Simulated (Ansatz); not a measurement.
C$_{3}$H$_{7}$ClSi (`C=C([SiH3])CCl`) at its PBE0-D4/def2-TZVP geometry, where that method's forces vanish. Charge 0, multiplicity 1.

```xyz
12

C    -1.5236   -0.5615    0.0978
C    -0.2946   -0.0824   -0.0854
Si    0.7886    0.3514    1.3835
C     0.2180    0.1402   -1.4699
Cl    1.7594   -0.7338   -1.7489
H    -1.9444   -0.6969    1.0885
H    -2.1618   -0.8340   -0.7403
H    -0.0771    0.3911    2.5909
H     1.8690   -0.6444    1.5903
H     1.4085    1.6866    1.1671
H     0.4437    1.1926   -1.6478
H    -0.4857   -0.2090   -2.2257
```

(1) What forces (eV/Å) does ωB97M-V/def2-TZVPP give on these atoms in Ansatz? (An estimate is asked.)

Answers

(1) The calculation gave: 
```
C1  -0.011 -0.001  0.000
C2  -0.127 -0.049  0.201
Si3  0.102  0.024  0.136
C4  -0.060  0.139 -0.270
Cl5  0.092 -0.056  0.008
H6   0.042  0.010 -0.071
H7   0.057  0.027  0.058
H8   0.091 -0.007 -0.141
H9  -0.129  0.117 -0.026
H10 -0.072 -0.149  0.014
H11 -0.042 -0.095  0.019
H12  0.057  0.041  0.071
```
